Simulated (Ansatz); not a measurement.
tetrasiletane (H8Si4), SMILES [SiH2]1[SiH2][SiH2][SiH2]1.

The structure is a stationary point at PBE0-D3(BJ)/def2-SVP.

Two levels are set side by side: PBE/def2-TZVPD (Ansatz, an electronic-structure program) and PBE0/def2-TZVPD (Ansatz). Energy differences of separate SCF runs at the same geometry; the states with an electron removed or added have multiplicity 2 and 2. Differences are taken from unrounded values.

```
quantity                           PBE0   PBE  PBE minus PBE0
---------------------------------  ----  ----  --------------
vertical ionisation energy (eV)    9.09  8.94           -0.15
vertical singlet–triplet gap (eV)  4.68  4.42           -0.26
```
